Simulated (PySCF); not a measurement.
Computed shifts of a molecule C₂H₅FO₂Si, PBE0/pcSseg-1 (PySCF), GIAO, gas phase, equivalent atoms averaged, in ppm (number of nuclei): ¹³C: 151.3 (1), 137.7 (1). ²⁹Si: -45.0 (1). ¹⁹F: -142.8 (1). ¹H: 6.72 (2), 6.44 (1), 2.64 (1), 2.03 (1). References: ¹³C against TMS (σ = 186.3 ppm); ²⁹Si against TMS (σ = 352.7 ppm); ¹⁷O against H2O (σ = 334.2 ppm); ¹⁹F against CFCl3 (σ = 167.2 ppm); ¹H against TMS (σ = 31.56 ppm), references at their B3LYP-D3(BJ)/def2-TZVP geometries, non-relativistic. Coordinates come from a B3LYP-D3(BJ)/def2-SVP optimisation. The values are those of a single conformer.

**Question.** Which molecule gave these data?
A. C[Si]1(F)OCO1
B. O=C(O)[SiH2]CF
C. C=C[Si](O)(O)F
D. C[C@H]1O[Si@@H](F)O1

**Answer.** C, C=C[Si](O)(O)F
